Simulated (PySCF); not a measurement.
Compound: C4H2FNOS.
Structure used (GFN2-xTB), in Å, numbered top down from 1:
```xyz
10
C4H2FNOS angstrom
O     -2.6935    0.8781    0.6545
C     -1.9184    0.1233    0.1293
C     -0.4732    0.2478    0.1749
S      0.3708    1.5122    0.9976
N      1.8349    0.9623    0.5918
C      1.7815   -0.1278   -0.1340
C      0.4810   -0.5774   -0.4001
F      0.1915   -1.6617   -1.1173
H     -2.2553   -0.7577   -0.4497
H      2.6896   -0.5945   -0.4694
```

The closed-shell ground state was solved at several levels (PySCF, density fitting, gas phase, non-relativistic).

```tsv
level	basis functions	total energy (Eh)	HOMO (eV)	LUMO (eV)	gap (eV)	dipole (D)
CAM-B3LYP/def2-SVPD	189	-781.0653	-9.49	-1.78	7.71	2.36
PBE0/pcSseg-1	153	-780.9881	-8.13	-2.74	5.39	2.29
```

Problem. What might PBE0/def2-SVPD (189 basis functions) give for the same quantities?

Solution. Total energy -780.6630 Eh, HOMO -8.20 eV, LUMO -2.85 eV, gap 5.35 eV, dipole 2.39 D.

Problem. Over all these levels, which gives the widest orbital gap and which the narrowest?

Solution. CAM-B3LYP/def2-SVPD (range-separated hybrid) has the widest, 7.71 eV, and PBE0/def2-SVPD (global hybrid, 25 % exact exchange) the narrowest, 5.35 eV. The two share the basis. From the narrowest to the widest the HOMO moves by -1.29 eV and the LUMO by +1.07 eV.

Problem. How far do the dipole and the HOMO energy spread over the levels?

Solution. The dipole runs from 2.29 to 2.39 D (mean 2.35 D) and the HOMO from -9.49 to -8.13 eV.

One conformer stands for the species.
